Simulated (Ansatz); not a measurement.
Ge4⁺, relaxed as a doublet with UKS r2SCAN-D4/def2-SVP in Ansatz, starting from the GFN1-xTB geometry. Force threshold 0.02 eV/Å.

Another isomer (doublet) lies 0.28 eV lower at PBE0-D4/def2-TZVP; other spin states weren't run for this one.

Start:

Cartesian coordinates in Å:
```
Ge -1.438 0.423 1.269
Ge 1.566 0.948 -1.575
Ge -0.948 -1.458 -0.071
Ge 0.820 0.087 0.378
```

```tsv
step	energy (eV)	largest force component (eV/Å)	SCF passes
1	-226035.8489	1.147	32
2	-226035.9925	0.456	35
3	-226036.0896	0.234	37
4	-226036.1816	0.347	37
5	-226036.3613	0.839	51
6	-226036.6280	0.461	38
7	-226036.7576	0.258	38
8	-226036.7738	0.224	34
9	-226036.7794	0.038	29
10	-226036.7796	0.006	29
```

Force components are those of the run's own axes.

End:

Cartesian coordinates in Å:
```
Ge -1.450 -0.022 1.649
Ge 1.449 0.024 -1.650
Ge -0.742 -0.704 -0.661
Ge 0.742 0.702 0.662
```

Bonds formed: Ge2–Ge3 (atoms count from 1).

No frequencies were taken in this run, so the end may be a saddle point.

It took 72 s on 4 threads of Arm Neoverse V1 on a shared host.
